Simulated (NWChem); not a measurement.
Molecule: CH₄O₂Si; SMILES C(O[SiH3])=O

```xyz
8

O     -0.7352    -1.5818     0.0000
C      0.4379    -1.2941     0.0000
O      0.9177    -0.0400     0.0000
Si    -0.2108     1.2567     0.0000
H      1.2571    -2.0282     0.0000
H     -1.0437     1.2241    -1.2237
H     -1.0437     1.2241     1.2237
H      0.6642     2.4506     0.0000
```
Atoms are numbered in this order, from 1.

All runs: NWChem. Pople sets run with spherical d functions. Coordinates come from a B3LYP/6-31G* (spherical d) optimisation. Level: B3LYP/6-31G* with SMD (1 M gas to 1 M solution), gas-phase geometry. Reactions with the solvent are ignored.

Estimate the computed values for solvent water. Quantities: solvation free energy (kcal/mol); cavity-dispersion-structure term (kcal/mol); dipole in solution (D).


```yaml
solvation free energy (kcal/mol): -0.6
cavity-dispersion-structure term (kcal/mol): 4.7
dipole in solution (D): 1.95
```
